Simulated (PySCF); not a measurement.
Computed shifts of a molecule CH₅F₂NSi, B3LYP/pcSseg-1 run with PySCF, GIAO, gas phase, atoms alike by connectivity averaged where their shifts nearly agree, in ppm (number of nuclei): ²⁹Si: -44.8 (1). ¹⁹F: -140.3 (1), -169.9 (1). ¹⁵N: 41.3 (1). ¹³C: 29.7 (1). ¹H: 4.64 (1), 2.95 (3), 1.14 (1). References: ²⁹Si against TMS (σ = 338.7 ppm); ¹⁹F against CFCl3 (σ = 161.7 ppm); ¹⁵N against NH3 (σ = 265.5 ppm); ¹³C against TMS (σ = 181.3 ppm); ¹H against TMS (σ = 31.68 ppm), references at their B3LYP-D3(BJ)/def2-TZVP geometries, non-relativistic. Coordinates come from a PBE0-D3(BJ)/def2-SVP optimisation. Other conformers were not sampled.

Q: Identify the compound among the candidates.
A. NC[SiH](F)F
B. N[SiH2]C(F)F
C. N[Si@@H](F)CF
D. CN[SiH](F)F

A: D, CN[SiH](F)F
